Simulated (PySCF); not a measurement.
## CAM-B3LYP on Cu (copper, neutral)

Configuration: [Ar] 3d10 4s1, 2S determinant. Computed with PySCF 2.14 in ANO-RCC-VTZP (6s5p3d2f1g, 59 functions), with the spin-free X2C one-electron Hamiltonian (Gaussian nucleus).

```
Total energy                        : -1654.893 hartree
One-electron energy                 : -2306.115 hartree
Hartree (Coulomb) energy            : 719.394 hartree
Exchange-correlation energy         : -68.172 hartree
⟨S²⟩                                : 0.7505
⟨L²⟩                                : 0.000
Sum of ⟨r⟩                          : 21.01 bohr
Sum of ⟨r²⟩                         : 30.84 bohr²
Langevin diamagnetic susceptibility : -24.4 ×10⁻⁶ cm³/mol
Time after the integrals            : about 18 core-seconds
```

```csv
shell,electrons,mean orbital energy (hartree),"rms radius, mean of both spins (bohr)"
1s α,1,-326.56446,0.0601
1s β,1,-326.56303,0.0601
2s α,1,-39.60806,0.255
2s β,1,-39.60774,0.255
2p α,3,-34.17971,0.228
2p β,3,-34.17970,0.228
3s α,1,-4.46641,0.766
3s β,1,-4.46518,0.766
3p α,3,-2.86178,0.817
3p β,3,-2.86149,0.817
3d α,5,-0.31517,1.22
3d β,5,-0.31159,1.22
4s α,1,-0.24496,3.21
```

Densities and radii are taken from the X2C orbitals without a picture-change correction, which distorts them close to the nucleus.
